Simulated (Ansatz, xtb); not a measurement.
## Relative energy of two isomers of C3H12BNO

Structure X is `CC(C)O[BH2-][NH3+]`, a singlet and structure Y is `CCC[NH2+][BH2-]O`, a singlet. Both are isolated molecules in the gas phase, relaxed with B3LYP/def2-SVP; the shapes shown needn't be the lowest conformers.

X (Å):

| atom | x (Å) | y (Å) | z (Å) |
| --- | --- | --- | --- |
| C | -0.8488 | 0.8235 | 1.7121 |
| C | -1.6430 | 0.2304 | 0.5437 |
| C | -1.9379 | -1.2539 | 0.7514 |
| B | -0.8582 | 1.6512 | -1.3237 |
| N | -0.7944 | 1.2109 | -2.9261 |
| O | -0.9520 | 0.3712 | -0.6747 |
| H | -0.6575 | 1.8955 | 1.5492 |
| H | -1.3949 | 0.7127 | 2.6635 |
| H | 0.1255 | 0.3157 | 1.8072 |
| H | -2.6103 | 0.7757 | 0.4798 |
| H | -0.9957 | -1.8238 | 0.8103 |
| H | -2.5066 | -1.4254 | 1.6794 |
| H | -2.5219 | -1.6520 | -0.0935 |
| H | 0.1941 | 2.2776 | -1.1720 |
| H | -1.8626 | 2.3615 | -1.2321 |
| H | -0.0073 | 0.5709 | -3.0621 |
| H | -1.6466 | 0.7103 | -3.1918 |
| H | -0.6715 | 2.0159 | -3.5440 |

Y (Å):

```yaml
atoms:
  - { symbol: C, position_ang: [-2.1874, -0.5052, -0.5145] }
  - { symbol: C, position_ang: [-0.8516, -0.7100, -1.2335] }
  - { symbol: C, position_ang: [0.3798, -0.6492, -0.3294] }
  - { symbol: B, position_ang: [2.0793, 0.8088, 1.1631] }
  - { symbol: N, position_ang: [0.6161, 0.6618, 0.3121] }
  - { symbol: O, position_ang: [3.1148, 0.6210, 0.1902] }
  - { symbol: H, position_ang: [-3.0328, -0.6055, -1.2125] }
  - { symbol: H, position_ang: [-2.2674, 0.4965, -0.0592] }
  - { symbol: H, position_ang: [-2.3283, -1.2482, 0.2882] }
  - { symbol: H, position_ang: [-0.8492, -1.6960, -1.7288] }
  - { symbol: H, position_ang: [-0.7429, 0.0311, -2.0469] }
  - { symbol: H, position_ang: [0.3130, -1.3917, 0.4821] }
  - { symbol: H, position_ang: [1.2955, -0.8701, -0.8965] }
  - { symbol: H, position_ang: [0.6478, 1.3985, -0.3990] }
  - { symbol: H, position_ang: [-0.1408, 0.9103, 0.9533] }
  - { symbol: H, position_ang: [1.9858, 1.9653, 1.5720] }
  - { symbol: H, position_ang: [1.9863, -0.0466, 2.0462] }
  - { symbol: H, position_ang: [3.5777, -0.2101, 0.3257] }
```

Quicker runs give these differences E(Y) − E(X): GFN2-xTB −0.272 eV; HF/STO-3G +0.038 eV (at GFN2-xTB geometries); r2SCAN-D4/def2-SVP −0.036 eV (at GFN2-xTB geometries).

**Question.** Estimate which is lower in electronic energy at CCSD(T)/def2-SVP + ΔMP2/def2-TZVPP, and by roughly how much.

**Answer.** The CCSD(T)/def2-SVP + ΔMP2/def2-TZVPP calculation puts structure Y lower, by 0.095 eV.

The same difference at several levels:

| level | geometry | E(Y) − E(X) (eV) | departure from the last row (eV) | job, with rough time for the two |
| --- | --- | --- | --- | --- |
| GFN2-xTB | GFN2-xTB | −0.272 | −0.177 | optimisation, 0.23 s |
| HF/STO-3G | GFN2-xTB | +0.038 | +0.134 | single point, 0.28 s |
| r2SCAN-D4/def2-SVP | GFN2-xTB | −0.036 | +0.060 | single point, 2.9 s |
| B3LYP/def2-SVP | B3LYP/def2-SVP | −0.031 | +0.064 | optimisation, 65 s |
| HF/def2-SVP | B3LYP/def2-SVP | −0.025 | +0.070 | part of the CCSD(T) run |
| MP2/def2-SVP | B3LYP/def2-SVP | −0.072 | +0.023 | part of the CCSD(T) run |
| CCSD(T)/def2-SVP | B3LYP/def2-SVP | −0.049 | +0.046 | single point |
| CCSD(T)/def2-SVP + ΔMP2/def2-TZVPP | B3LYP/def2-SVP | −0.095 |  | single point, 55 s |

As drawn, Y has 1 C–N, 1 O–H in place of 1 C–O, 1 N–H.

HF/STO-3G puts the two in the other order. The largest departure from CCSD(T)/def2-SVP + ΔMP2/def2-TZVPP is that of GFN2-xTB, 0.177 eV. A small imaginary or near-zero mode remains, so no thermal terms are given. The last row adds to CCSD(T) the change of the MP2 difference between the two basis sets, here −0.046 eV.

The correlated steps freeze 6 core orbitals. Codes used: Ansatz 0.2.0, xtb 6.7.1; the last row on 4 threads of Arm Neoverse V2 on a shared host.
